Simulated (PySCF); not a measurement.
GeF4, SMILES [F][Ge]([F])([F])[F]. Geometry optimised at PBE-D3(BJ)/def2-SVP. The isomer is the one that the SMILES or the coordinates give; other isomers of the formula were not compared.

Question: Give the equilibrium geometry at PBE-D3(BJ)/def2-SVP (PySCF confirms it by a frequency run) as Cartesian coordinates in Å, and its point group. (Estimate from the structure and the level; the computed values follow.)

Answer: point group Td.
```xyz
5

F      0.9930     0.9930    -0.9930
Ge     0.0000     0.0000     0.0000
F     -0.9930     0.9930     0.9930
F     -0.9930    -0.9930    -0.9930
F      0.9930    -0.9930     0.9930
```
Charge 0, spin multiplicity 1.
